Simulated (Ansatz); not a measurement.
`C[B]([AlH2])NP` → Al• + B• + C• + 8 H• + N• + P•  (atomization)

Isolated molecules relaxed with PBE0-D4/def2-TZVP in Ansatz; ΔE leaves out vibrations. CCSD(T)/CBS is the MP2 limit (def2-TZVPP, def2-QZVPP) plus CCSD(T) − MP2 in def2-TZVPP, frozen cores. This one scheme is used for every species, atoms too. For atomizations the MP2-based limit and the directly extrapolated one differ by several kJ/mol either way, and by 10 to 25 for some Ge, Se and Sn compounds, so smaller differences from it don't rank the levels. Functionals use def2-TZVPP. Open shells (•) are unrestricted, without spin–orbit coupling. Spin–orbit coupling would lower the free atoms: a little for Al, B, C. Each species was taken in one conformer, which may not be the lowest.

CCSD(T)/CBS gives +1016.6 kcal/mol.

(1) Another level gave +1023.3 kcal/mol. Which?
A. PBE0/def2-TZVPP
B. r2SCAN-D4/def2-TZVPP
C. CAM-B3LYP/def2-TZVPP
D. ωB97X-V/def2-TZVPP

Largest T1 diagnostic among the species: 0.018.

## Answers

(1) C. CAM-B3LYP 1023.3, ωB97X-V 1028.8, PBE0 1013.9, r2SCAN-D4 1020.4 kcal/mol.

From BLYP to BHLYP (50 % exact exchange), in def2-TZVPP and without D4, ΔE moves by −12.3 kcal/mol: exact exchange takes away binding that semilocal exchange gives to molecules. At CCSD(T), def2-SVP lies −60.8 kcal/mol from the extrapolated value and def2-TZVPP −27.6 kcal/mol: correlation converges slowly with the basis, and small sets miss more of it in the bonded molecule than in its fragments.
